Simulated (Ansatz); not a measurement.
Start from `C[NH][Ge]([O]C)([O]C)[O]C` and change one atom or group to get `C[O][Ge]([O]C)([O]C)[Se]C`.

Ansatz, PBE0-D4/def2-TZVP geometries, multiplicity 1. Each molecule was computed in one conformer, which needn't be the lowest.

Scalar relativity is left out up to krypton.

| property | `C[NH][Ge]([O]C)([O]C)[O]C` |
| --- | --- |
| HOMO–LUMO gap (PBE0/def2-TZVPP) / eV | 7.44 |
| HOMO energy (ωB97M-V/def2-TZVPP) / eV | -9.35 |
| size of the dipole moment (ωB97M-V/def2-TZVPP) / D | 1.69 |
| size of the dipole moment (B3LYP/def2-TZVPP) / D | 1.68 |
| HOMO energy (PBE/def2-TZVPP) / eV | -5.54 |
| HOMO energy (PBE0/def2-TZVPP) / eV | -6.98 |

Q: Give the same properties after the change, and the shifts. (An estimate is asked.)

A: Computed: 
```
                                          property  `C[O][Ge]([O]C)([O]C)[Se]C`  shift
              HOMO–LUMO gap (PBE0/def2-TZVPP) / eV                         6.54  -0.90
             HOMO energy (ωB97M-V/def2-TZVPP) / eV                        -9.06   0.29
size of the dipole moment (ωB97M-V/def2-TZVPP) / D                         0.52  -1.17
  size of the dipole moment (B3LYP/def2-TZVPP) / D                         0.52  -1.16
                 HOMO energy (PBE/def2-TZVPP) / eV                        -5.68  -0.14
                HOMO energy (PBE0/def2-TZVPP) / eV                        -6.86   0.12
```

With PBE0 the HOMO rises by 0.12 eV and the LUMO falls by 0.79 eV, so the gap narrows by about 0.91 eV. PBE moves the HOMO by -0.14 eV and ωB97M-V by 0.29 eV. Dipoles are sizes alone; their direction can turn.

B3LYP here is the variant with VWN-RPA as its local correlation; programs differ in this.

Spin–orbit coupling is left out; it splits and shifts lone-pair levels of the heavy atoms by tenths of an eV.
